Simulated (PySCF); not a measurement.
A small calculation by hand: dipole moment from atomic charges

Ge(I)(OMe) (CH₃GeIO), SMILES C[O][Ge][I] (connectivity only; charge and spin as stated), neutral, multiplicity 1. Atoms are numbered in the order given.

```xyz
7

Ge     0.9435    -1.0800     0.0000
I     -0.1606     1.3148     0.0000
O     -0.4655    -2.1557     0.0000
C     -1.8679    -1.9959     0.0000
H     -2.1629    -0.9329     0.0000
H     -2.2910    -2.4847     0.8935
H     -2.2910    -2.4847    -0.8935
```
Charge 0, spin multiplicity 1.

The structure is a stationary point at B3LYP-D3(BJ)/def2-SVP. The structure was generated by enumeration; whether it is a known compound was not checked. The def2 effective core potentials stand for the cores of I; spin–orbit coupling is left out. The values are those of a single conformer.

Charges (e) from M06-2X/def2-TZVP (PySCF):

| atom | ESP fit | Mulliken |
|---|---|---|
| Ge1 | 0.276 | 0.563 |
| I2 | -0.198 | -0.340 |
| O3 | -0.231 | -0.433 |
| C4 | -0.077 | -0.205 |
| H5 | 0.070 | 0.139 |
| H6 | 0.080 | 0.137 |
| H7 | 0.080 | 0.137 |

The dipole moment of the full density is 1.73 D.

Q: What dipole moment does each set of point charges give, and which comes closer to that of the density?

A: 
μ = Σ q r, and 1 e Å = 4.8032 D.
ESP fit: Σ q r = (0.026, -0.370, 0.000) e Å, |μ| = 1.78 D.
Mulliken: Σ q r = (0.242, -0.523, 0.000) e Å, |μ| = 2.77 D.
ESP fit comes closer in size. Point charges leave out the atoms' own dipoles (lone pairs, polarised bonds); fits to the potential absorb them, partitions of the density don't.
